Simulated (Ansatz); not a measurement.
Ansatz (an electronic-structure program) input (CCSD(T)/aug-cc-pVDZ):

Ansatz 0.2 input:
```yaml
crystal:
  periodic: [false, false, false]
  atoms:
    - {symbol: C, position_ang: [1.62930975, -1.36158193, -0.53645573]}
    - {symbol: B, position_ang: [0.93541043, -0.04497075, -0.03186187]}
    - {symbol: C, position_ang: [1.84686090, 1.15884352, 0.40148868]}
    - {symbol: C, position_ang: [-0.65208395, 0.05908372, 0.03433046]}
    - {symbol: C, position_ang: [-1.17725160, -1.06081615, 0.95659174]}
    - {symbol: C, position_ang: [-1.17048532, 1.40576338, 0.55656633]}
    - {symbol: C, position_ang: [-1.21115156, -0.16504169, -1.38640768]}
    - {symbol: H, position_ang: [2.29837153, -1.73967539, 0.24597110]}
    - {symbol: H, position_ang: [0.96924747, -2.17427558, -0.83947157]}
    - {symbol: H, position_ang: [2.29082721, -1.12589437, -1.37851449]}
    - {symbol: H, position_ang: [1.60900596, 2.04904741, -0.19211916]}
    - {symbol: H, position_ang: [1.63164281, 1.44952620, 1.43598939]}
    - {symbol: H, position_ang: [2.91818349, 0.97008098, 0.31639503]}
    - {symbol: H, position_ang: [-2.27065552, -1.03283639, 0.99775413]}
    - {symbol: H, position_ang: [-0.88275803, -2.05061765, 0.60547284]}
    - {symbol: H, position_ang: [-0.80912427, -0.94447160, 1.97941015]}
    - {symbol: H, position_ang: [-0.82203024, 1.60689506, 1.57179824]}
    - {symbol: H, position_ang: [-0.84605102, 2.23607881, -0.07417046]}
    - {symbol: H, position_ang: [-2.26453234, 1.41721456, 0.57696873]}
    - {symbol: H, position_ang: [-0.91748051, -1.13386151, -1.79247574]}
    - {symbol: H, position_ang: [-0.86797208, 0.60741453, -2.07979214]}
    - {symbol: H, position_ang: [-2.30491584, -0.12727665, -1.37058975]}
basis:
  gaussian:
    orbitals: aug-cc-pVDZ
magnetization: {spin_polarized: false}
correlation: {method: ccsd_t, electrons: outside_noble_gas}
output: {forces: true}
```

End of the output:

```
Atom 8 at     0.969247    -2.174276    -0.839472 Å, force    -0.307375    -0.371857    -0.138445 eV/Å
Atom 9 at     2.290827    -1.125894    -1.378514 Å, force     0.287416     0.114997    -0.365527 eV/Å
Atom 10 at     1.609006     2.049047    -0.192119 Å, force    -0.111771     0.389432    -0.272797 eV/Å
Atom 11 at     1.631643     1.449526     1.435989 Å, force    -0.101977     0.119649     0.462652 eV/Å
Atom 12 at     2.918183     0.970081     0.316395 Å, force     0.482767    -0.090472    -0.040620 eV/Å
Atom 13 at    -2.270656    -1.032836     0.997754 Å, force    -0.501122     0.018262     0.012910 eV/Å
Atom 14 at    -0.882758    -2.050618     0.605473 Å, force     0.143122    -0.469396    -0.176029 eV/Å
Atom 15 at    -0.809124    -0.944472     1.979410 Å, force     0.173201     0.057621     0.473253 eV/Å
Atom 16 at    -0.822030     1.606895     1.571798 Å, force     0.169320     0.085163     0.476833 eV/Å
Atom 17 at    -0.846051     2.236079    -0.074170 Å, force     0.158514     0.383497    -0.302457 eV/Å
Atom 18 at    -2.264532     1.417215     0.576969 Å, force    -0.498177    -0.004866     0.005324 eV/Å
Atom 19 at    -0.917481    -1.133862    -1.792476 Å, force     0.142830    -0.465692    -0.185934 eV/Å
Atom 20 at    -0.867972     0.607415    -2.079792 Å, force     0.161928     0.360418    -0.318501 eV/Å
Atom 21 at    -2.304916    -0.127277    -1.370590 Å, force    -0.501128     0.017577     0.015503 eV/Å
Dipole moment:     0.030036    -0.002653    -0.001603 e Å
```
